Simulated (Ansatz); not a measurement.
`CO[SiH](N)[SiH3]` + H₂O → `CO[SiH](N)O` + SiH₄  (formal hydrolysis of the Si–Si bond)

Program: Ansatz. Geometries: PBE0-D4/def2-TZVP. ΔE: electronic, gas phase. CBS: MP2 limit from def2 TZ/QZ plus the TZ coupled-cluster correction, frozen cores. This one scheme is used for every species. Functionals use def2-TZVPP. B3LYP here is the variant with VWN-RPA as its local correlation; programs differ in this. One conformer a species, not always the lowest.

`CO[SiH](N)[SiH3]`:

Cartesian coordinates in Å:
```
C 2.004 0.369 0.387
O 1.269 -0.828 0.436
Si -0.281 -0.955 -0.115
N -0.515 -0.717 -1.793
Si -1.663 0.630 0.934
H 2.966 0.205 0.877
H 2.190 0.686 -0.645
H 1.488 1.184 0.912
H -0.628 -2.359 0.205
H -0.669 0.193 -2.193
H -0.220 -1.389 -2.482
H -3.077 0.165 0.937
H -1.250 0.888 2.341
H -1.616 1.929 0.200
```

H₂O:

```xyz
3

O    -0.225    0.101   -0.301
H     0.734    0.104   -0.262
H    -0.509   -0.205    0.563
```

`CO[SiH](N)O`:

```xyz
12

C    -0.451   -0.982   -1.713
O     0.007   -0.939   -0.382
Si   -0.115    0.370    0.586
N     0.733    0.178    2.047
O     0.505    1.608   -0.299
H     0.052   -0.232   -2.331
H    -0.238   -1.973   -2.117
H    -1.533   -0.812   -1.771
H    -1.534    0.617    0.948
H     1.716   -0.048    2.046
H     0.266   -0.237    2.837
H     0.591    2.451    0.148
```

SiH₄:

Z-matrix (Å, degrees):
```
Si
H 1 1.485
H 1 1.485 2 109.5
H 1 1.485 2 109.5 3 -120.0
H 1 1.485 2 109.5 3 120.0
```

```json
{"level": "r2SCAN-D4", "ΔE (kcal/mol)": "-29.4"}
{"level": "B3LYP-D4", "ΔE (kcal/mol)": "-29.4"}
{"level": "HF/def2-QZVPP", "ΔE (kcal/mol)": "-37.4"}
{"level": "HF/CBS(def2)", "ΔE (kcal/mol)": "-37.5"}
```

What does CCSD(T)/CBS give? (An estimate is asked.)

Computed: -29.3 kcal/mol. The listed levels differ from it by -0.1, -0.1, -8.1, -8.2 kcal/mol.

Largest T1 diagnostic among the species: 0.012.

From PBE to PBE0 (25 % exact exchange), in def2-TZVPP and without D4, ΔE moves by −1.9 kcal/mol. In def2-TZVPP, CCSD(T) changes the Hartree–Fock value by +6.9 kcal/mol (the triples alone add +1.0 kcal/mol) and MP2 by +5.7 kcal/mol. The D4 term adds +1.9 kcal/mol with B3LYP and +1.1 kcal/mol with PBE0; it sums over pairs of atoms, weighted by their polarisabilities, and B3LYP, whose exchange is more repulsive, gets the larger term.
